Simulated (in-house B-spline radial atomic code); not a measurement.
RPA and G0W0 for Eu, [Xe] 4f7 6s2, highest spin, as one setting changes: the share of exact exchange in the PBE hybrid start. A dash marks a level of low quasi-particle weight. Computed with a B-spline radial code for spherical atoms: all electrons, scalar-relativistic (spin-free one-electron X2C), finite nucleus, each spin shell either full or empty, empty states to l = 9 with an (l + 1/2)⁻⁴ tail; G0W0 by contour deformation at full frequency.

Without the two-electron picture change, the correlation of inner shells comes somewhat too large for so heavy an element.

| share of exact exchange in the PBE hybrid start | mean-field level (eV) | G0W0 level (eV) | RPA correlation (Eh) |
| --- | --- | --- | --- |
| 0 | -3.455 | - | -5.3825 |
| 0.1 | -3.660 | - | -5.3222 |
| 0.2 | -3.863 | 6s down -5.775 | -5.2662 |
| 0.3 | -4.066 | 6s down -5.784 | -5.2134 |
| 0.4 | -4.267 | 6s down -5.784 | -5.1632 |
| 0.5 | -4.467 | 6s down -5.779 | -5.1152 |
| 0.6 | ? | ? | ? |
| 0.7 | ? | ? | ? |
| 0.8 | -5.057 | 6s down -5.748 | -4.9821 |
| 0.9 | -5.251 | 6s down -5.735 | -4.9409 |
| 1 | -5.443 | 6s down -5.721 | -4.9009 |

(1) What belongs in the row for 0.6?

(2) What belongs in the row for 0.7?

Results:

(1) mean-field level (eV): -4.665; G0W0 level (eV): 6s down -5.771; RPA correlation (Eh): -5.0691.

(2) mean-field level (eV): -4.862; G0W0 level (eV): 6s down -5.760; RPA correlation (Eh): -5.0249.
